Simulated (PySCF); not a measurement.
Species: C4H2NO2 (charge -1).
Atom-mapped SMILES: `[H]/[N:1]=[CH:2]\[C:3]#[C:4][C:5](=[O:6])[O-:7]` (hydrogens: H8 on N1; H9 on C2)

Cartesian coordinates in Å at the GFN2-xTB level; atoms count from 1:
```
atom  x, y, z in Å
N1     2.666   -0.048   -0.385
C2     1.638    0.643   -0.089
C3     0.284    0.297   -0.250
C4    -0.864   -0.055   -0.432
C5    -2.333   -0.420   -0.572
O6    -2.803   -0.953    0.438
O7    -2.835   -0.126   -1.660
H8     2.428   -0.960   -0.781
H9     1.833    1.628    0.337
```

Computed at PBE0/pcSseg-1 (PySCF, non-relativistic), with Q(14N) = 0.02044 b, Q(17O) = −0.0256 b: N1, 14N (I = 1): χzz = -4.442 MHz, η = 0.163; O6, 17O (I = 5/2): χzz = 7.705 MHz, η = 0.399; O7, 17O (I = 5/2): χzz = 7.872 MHz, η = 0.372.

Problem. Where would the pure quadrupole (NQR) lines of 14N at N1 fall for the rigid, isolated species?

Solution. From ν± = (3/4)|χ|(1 ± η/3) and ν0 = |χ|η/2: ν+ 3.513 MHz, ν− 3.150 MHz, ν0 0.362 MHz (imine nitrogen).

Problem. Find the zero-field quadrupole resonance frequencies of 17O at O6.

Solution. From the eigenvalues of H = χ/[4I(2I − 1)] × [3Iz² − I(I + 1) + η(Ix² − Iy²)], steps between neighbouring levels, labelled as for η = 0: ±1/2↔±3/2 1.341 MHz, ±3/2↔±5/2 2.245 MHz (carboxylate oxygen).

Problem. Find the zero-field quadrupole resonance frequencies of 17O at O7.

Solution. From the eigenvalues of H = χ/[4I(2I − 1)] × [3Iz² − I(I + 1) + η(Ix² − Iy²)], steps between neighbouring levels, labelled as for η = 0: ±1/2↔±3/2 1.347 MHz, ±3/2↔±5/2 2.301 MHz (carboxylate oxygen).

In a crystal, neighbours and librations shift these lines. The pcSseg-1 basis has no diffuse functions, a weakness for an anion. GFN2-xTB bond lengths can be off by several hundredths of an ångström, more for odd bonds, and the gradients follow them. With so small a basis the couplings can be 20 % off.
